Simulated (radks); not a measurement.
The numbers below are computed, except where a source is named.
Mg+, 11 electrons, occupied as [Ne] 3p1 (not the ground configuration). Level of theory: non-relativistic Kohn-Sham, BLYP, spin-unpolarised, spherical densities, point nucleus (a radial shooting solver on a logarithmic mesh with Libxc functionals).

Local quantities along the radius. ELF = 1/(1 + alpha^2) is the electron localisation function; alpha = (tau - tau_W)/tau_unif compares the Pauli kinetic energy density with that of the uniform gas.

| r (bohr) | ELF | alpha |
|---|---|---|
| 0.004743 | 1.000 | 0.007172 |
| 0.005348 | 1.000 | 0.007313 |
| 0.006078 | 1.000 | 0.007488 |
| 0.006908 | 1.000 | 0.007692 |
| 0.007851 | 1.000 | 0.007931 |
| 0.008852 | 1.000 | 0.008193 |
| 0.01006 | 1.000 | 0.008521 |
| 0.01143 | 1.000 | 0.008910 |
| 0.013 | 1.000 | 0.009375 |
| 0.01465 | 1.000 | 0.009896 |
| 0.01665 | 1.000 | 0.01056 |
| 0.01893 | 1.000 | 0.01138 |
| 0.02134 | 1.000 | 0.01232 |
| 0.02426 | 1.000 | 0.01356 |
| 0.02757 | 1.000 | 0.01512 |
| 0.03133 | 1.000 | 0.01713 |
| 0.03533 | 1.000 | 0.01955 |
| 0.04015 | 0.999 | 0.02294 |
| 0.04563 | 0.999 | 0.02752 |
| 0.05186 | 0.999 | 0.03386 |
| 0.05848 | 0.998 | 0.04219 |
| 0.06646 | 0.997 | 0.05499 |
| 0.07554 | 0.995 | 0.07423 |
| 0.08585 | 0.989 | 0.1041 |
| 0.0968 | 0.979 | 0.1482 |
| 0.11 | 0.952 | 0.2246 |
| 0.125 | 0.889 | 0.3529 |
| 0.141 | 0.767 | 0.5512 |
| 0.1602 | 0.561 | 0.8854 |
| 0.1821 | 0.352 | 1.355 |
| 0.207 | 0.227 | 1.845 |
| 0.2334 | 0.188 | 2.076 |
| 0.2652 | 0.216 | 1.903 |
| 0.3015 | 0.320 | 1.458 |
| 0.3426 | 0.486 | 1.028 |
| 0.3863 | 0.641 | 0.7477 |
| 0.4391 | 0.757 | 0.5666 |
| 0.499 | 0.822 | 0.4657 |
| 0.5626 | 0.852 | 0.4160 |
| 0.6395 | 0.865 | 0.3948 |
| 0.7268 | 0.862 | 0.4001 |
| 0.826 | 0.842 | 0.4330 |
| 0.9314 | 0.801 | 0.4988 |
| 1.059 | 0.713 | 0.6352 |
| 1.203 | 0.539 | 0.9257 |
| 1.367 | 0.274 | 1.629 |
| 1.542 | 0.087 | 3.230 |
| 1.752 | 0.024 | 6.328 |
| 1.991 | 0.015 | 8.002 |
| 2.263 | 0.029 | 5.827 |
| 2.552 | 0.074 | 3.532 |
| 2.9 | 0.151 | 2.368 |
| 3.297 | 0.202 | 1.987 |
| 3.717 | 0.208 | 1.949 |
| 4.224 | 0.182 | 2.122 |
| 4.801 | 0.135 | 2.534 |
| 5.457 | 0.083 | 3.326 |
| 6.153 | 0.043 | 4.711 |
| 6.993 | 0.017 | 7.626 |
| 7.948 | 0.005 | 14.00 |
| 9.033 | 0.001 | 29.54 |
| 10.18 | 0.000 | 68.56 |

On this mesh the ELF has minima near r = 0.23, 2.0 bohr, which separate the shells, and maxima near 0.64 (0.87), 3.7 (0.21).
